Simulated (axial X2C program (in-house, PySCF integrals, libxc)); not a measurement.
**Curves of OPrO⁻ from open-shell CI on f(δφ)1 s1 f(π)0**

Calculated with an axial X2C code built on PySCF integrals: two-component X2C with atomic mean-field Coulomb and Gaunt terms, basis O dyall-v2z, Pr dyall-v2z (cores contracted in-house). Orbitals come from Hartree–Fock averaged over the configuration Pr f(δφ)1 s1 f(π)0; CI then distributes these electrons over the f(δφ), s, f(π) shells of Pr.

Scan along the symmetric stretch (R is each bond); masses O 15.995 u, Pr 140.908 u, O 15.995 u. Energies in cm⁻¹ from the lowest point; levels are followed by energy order within each Ω. Lowest level at 1.816 Å: 100% f(δφ)1 s1.

| R (Å) | (1)Ω=2 | (1)Ω=3 | (1)Ω=1 | (2)Ω=2 | (1)Ω=4 |
| --- | --- | --- | --- | --- | --- |
| 1.689 | 5112 | 5172 | 6057 | 6131 | 7654 |
| 1.752 | 1308 | 1381 | 2700 | 2788 | 3828 |
| 1.816 | 0 | 85 | 1794 | 1898 | 2514 |
| 1.889 | 1008 | 1108 | 3185 | 3307 | 3527 |
| 1.961 | 4133 | 4246 | 6606 | 6744 | 6660 |
| 2.043 | 9774 | 9901 | 12493 | 12644 | 12313 |
| 2.143 | 18943 | 19084 | 21854 | 22015 | 21495 |

Problem. Fit the curves (1)Ω=2, (1)Ω=3, (1)Ω=1, (2)Ω=2, (1)Ω=4 near their minima.

Solution. From the open-shell CI curves, Te from the lowest:

| level | Te (cm⁻¹) | Re (Å) | ωe (cm⁻¹) |
| --- | --- | --- | --- |
| (1)Ω=2 | 0 | 1.823 | 719.5 |
| (1)Ω=3 | 86 | 1.822 | 719.9 |
| (1)Ω=1 | 1797 | 1.811 | 721.7 |
| (2)Ω=2 | 1900 | 1.810 | 722.4 |
| (1)Ω=4 | 2514 | 1.822 | 720.9 |

Without dynamic correlation distances can be off by several hundredths of an Å (long for ionic bonds, short for multiple bonds) and the wavenumbers are rough.

The 5 lowest curves are shown; the next is (2)Ω=3, from 2624 cm⁻¹.

Dynamic correlation is missing, so gaps between terms are too wide and other configurations may lie lower; the lowest level listed is that of this model, not necessarily the ground state. At most 6 roots were kept for each Ω > 0 (twice that for Ω = 0) within 3.5 eV of the lowest, so higher up levels can be missing between those listed; levels with Ω > 0 are doubly degenerate and listed once, Ω = 0 levels singly. States that fill the shells left empty in the average are placed too high. For an anion, levels above electron detachment are held by the basis set. The molecule was held linear; bending was not examined.
